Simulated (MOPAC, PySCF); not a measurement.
H₈GaNSi₂, SMILES `[NH2][Ga]([SiH3])[SiH3]`, neutral singlet in the gas phase. 

Cartesian coordinates (Å):
```xyz
12

N     -0.4836     2.0553     0.0310
Ga    -0.0784     0.2802    -0.0051
Si     2.2452    -0.2298    -0.3333
Si    -1.9478    -1.1994     0.2829
H     -1.4139     2.4216     0.1600
H      0.1945     2.7937    -0.0763
H      3.0758     0.9993    -0.4721
H      2.7855    -1.0153     0.8110
H      2.4425    -1.0513    -1.5600
H     -3.2290    -0.4589     0.4559
H     -2.1003    -2.1011    -0.8928
H     -1.7609    -2.0675     1.4787
```
Charge 0, multiplicity 1.

All levels are single points at this geometry (r2SCAN-D4/def2-TZVP); Pople sets use spherical d functions. Orbital energies aren't observables, and empty levels follow the basis.

PBE/6-31G* in PySCF gives HOMO (eV) = -6.01.

Q: Estimate the HOMO (eV) from each of these levels: PBE-D3(BJ)/def2-TZVP in PySCF; r2SCAN-D4/def2-TZVP in PySCF; B3LYP/6-311+G** (LANL2DZ on Ga) in PySCF; B3LYP/LANL2DZ in PySCF; M06-2X/6-31G* in PySCF; HF/3-21G in PySCF; HF/6-31G* in PySCF; HF/STO-3G in PySCF; AM1 in MOPAC; PM3 in MOPAC; PM6 in MOPAC; PM7 in MOPAC.

A: 
| level | HOMO (eV) |
|---|---|
| PBE-D3(BJ)/def2-TZVP in PySCF | -6.15 |
| r2SCAN-D4/def2-TZVP in PySCF | -6.38 |
| B3LYP/6-311+G** (LANL2DZ on Ga) in PySCF | -7.10 |
| B3LYP/LANL2DZ in PySCF | -7.09 |
| M06-2X/6-31G* in PySCF | -8.00 |
| HF/3-21G in PySCF | -9.48 |
| HF/6-31G* in PySCF | -9.46 |
| HF/STO-3G in PySCF | -6.48 |
| AM1 in MOPAC | -9.28 |
| PM3 in MOPAC | -8.73 |
| PM6 in MOPAC | -8.93 |
| PM7 in MOPAC | -9.17 |
